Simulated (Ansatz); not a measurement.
`O=C[SiH](O)O` + `OC=S` → `O=COC=S` + `O[SiH2]O`  (substitution at a C–Si bond)

Program: Ansatz. Geometries: PBE0-D4/def2-TZVP. ΔE: electronic, gas phase. CBS: MP2 limit from def2 TZ/QZ plus the TZ coupled-cluster correction, frozen cores. This one scheme is used for every species. DFT in def2-TZVPP. Each species was taken in one conformer, which may not be the lowest.

`O=C[SiH](O)O`:

Cartesian coordinates in Å:
```
O 0.137 2.055 0.357
C -0.545 1.236 -0.219
Si 0.139 -0.559 -0.380
O -0.863 -1.644 0.321
O 1.590 -0.440 0.359
H -1.538 1.548 -0.617
H 0.242 -0.991 -1.789
H -0.921 -1.656 1.278
H 1.759 0.451 0.689
```

`OC=S`:

Z-matrix (Å, degrees):
```
C
O 1 1.332
S 1 1.605 2 123.8
H 1 1.094 2 113.9 3 180.0
H 2 0.965 1 110.0 3 -180.0
```

`O=COC=S`:

```xyz
7

O    -1.016   -0.795   -1.203
C    -0.952    0.282   -0.708
O    -0.045    0.676    0.238
C     0.874   -0.230    0.661
S     1.975    0.131    1.762
H    -1.607    1.135   -0.925
H     0.771   -1.198    0.174
```

`O[SiH2]O`:

Cartesian coordinates in Å:
```
O -1.340 0.449 0.328
Si 0.143 0.225 -0.341
O 1.031 -0.934 0.409
H -1.970 -0.270 0.267
H 0.040 -0.257 -1.738
H 0.785 1.555 -0.235
H 1.311 -0.768 1.311
```

Task: Is it downhill or uphill in electronic energy at CCSD(T)/CBS, and by how much? (Estimate.)

Result: Computed: Downhill: ΔE = -0.24 eV.

Task: What do these levels give: r2SCAN-D4, B97M-V, PBE, HF/def2-TZVPP, MP2/def2-TZVPP, HF/def2-QZVPP? (Best estimate.)

Result: Computed: r2SCAN-D4 -0.30, B97M-V -0.30, PBE -0.27, HF/def2-TZVPP -0.38, MP2/def2-TZVPP -0.32, HF/def2-QZVPP -0.37 eV.

Largest T1 diagnostic among the species: 0.018.

Leaving LDA and LC-ωPBE aside and taking each functional with its dispersion term where it has one, the values, not all of them listed here, spread over 0.07 eV, from PBE-QIDH to revPBE-D4. LDA lies −0.07 eV from PBE without D4. In def2-TZVPP, CCSD(T) changes the Hartree–Fock value by +0.08 eV (the triples alone add −0.01 eV) and MP2 by +0.05 eV.
